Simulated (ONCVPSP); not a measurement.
u(r) = r·R(r): atom against pseudo-atom (Ti)

Columns: radius, all-electron u(r) and pseudo u(r) of the 3d shell (level -34.94 eV) of titanium in the configuration [Ne] 3s2 3p6 3d1; LDA (Perdew-Wang 92), scalar-relativistic, ONCV scheme, ONCVPSP 4.0.1.

```tsv
r (bohr)	all-electron	pseudo
0.062	0.0114	0.0027
0.125	0.0626	0.0215
0.188	0.1485	0.0680
0.250	0.2518	0.1455
0.312	0.3605	0.2509
0.375	0.4672	0.3763
0.438	0.5640	0.5063
0.500	0.6465	0.6251
0.562	0.7154	0.7247
0.625	0.7711	0.8007
0.688	0.8133	0.8509
0.750	0.8427	0.8784
0.812	0.8615	0.8897
0.875	0.8711	0.8898
0.938	0.8725	0.8829
1.000	0.8673	0.8721
1.062	0.8567	0.8583
1.125	0.8414	0.8417
1.188	0.8224	0.8224
1.250	0.8009	0.8009
1.312	0.7773	0.7773
1.375	0.7515	0.7515
1.438	0.7246	0.7246
1.500	0.6972	0.6972
1.562	0.6693	0.6693
1.625	0.6408	0.6408
```

(1) How many radial nodes do the two functions have?

(2) At about which radius was the pseudo-wave matched?

(3) Is the pseudo-wave norm-conserving?

Results:

(1) The all-electron 3d function has n − l − 1 = 0; the pseudo-wave has 0.

(2) 1.25 bohr. The columns agree to 0.0005 from 1.12 bohr on; several derivatives are matched, so the curves merge somewhat inside the radius.

(3) Yes: the ONCV scheme keeps the norm inside the radius equal to the all-electron one, which fixes the energy derivative of the logarithmic derivative at the level.
